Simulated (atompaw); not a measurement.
## Cutoff test, nickel (Ni), PAW (atompaw)

* Element: Ni
* Generator: atompaw 4.2.0.5
* Type: PAW
* Functional: PBE
* Relativity: scalar-relativistic
* Frozen core: [Ar]
* Valence charge: 10
* Reference configuration: 3d8 4s1 4p0 (charge +1)
* Partial waves: 4s (bound): rc 2.55 bohr; 4s channel at 2.1 Ry: rc 2.55 bohr; 4p (bound, empty): rc 2.55 bohr; 4p channel at 0.05 Ry: rc 2.55 bohr; 3d (bound): rc 1.60 bohr; 3d channel at -1.06 Ry: rc 1.60 bohr
* Local potential: troulliermartins scheme with l = 3 at 0 Ry, radius 2.55 bohr
* Core correction: smooth core density matched at 2.40 bohr
* Augmentation charge: sinc compensation charge, radius 2.05 bohr; PAW radius 2.55 bohr; waves and projectors: custom polynom2 7 10 vanderbiltortho

The pseudo-atom Hamiltonian at the reference potential is diagonalised in spherical Bessel functions j_l(qr) that vanish at 20 bohr, with q² up to the cutoff. All-electron valence levels (Ry): 4s -0.9690, 4p -0.5573, 3d -1.3174.

Question: How do the lowest levels (Ry) of each channel move with the cutoff, and are there ghosts?

Answer:

```
cutoff (Ry)     s #1     p #1     d #1     d #2     f #1  Σ f·Δε (mRy)
          8  -0.9680  -0.5532  -0.2128  -0.0729  -0.0519        8837.2
         18  -0.9689  -0.5568  -1.2609  -0.1754  -0.0519         452.0
         35  -0.9690  -0.5573  -1.3146  -0.1763  -0.0519          22.4
         55  -0.9690  -0.5573  -1.3154  -0.1763  -0.0519          15.5
         90  -0.9690  -0.5573  -1.3159  -0.1764  -0.0519          11.3
        140  -0.9690  -0.5573  -1.3165  -0.1764  -0.0519           6.8
        230  -0.9690  -0.5573  -1.3171  -0.1764  -0.0519           1.8
        400  -0.9690  -0.5573  -1.3174  -0.1764  -0.0519           0.0
```

Result: no extra level below or beside the all-electron valence levels (s, p, d, f tested); 10 mRy is reached at 140 Ry and 1 mRy at 300 Ry.
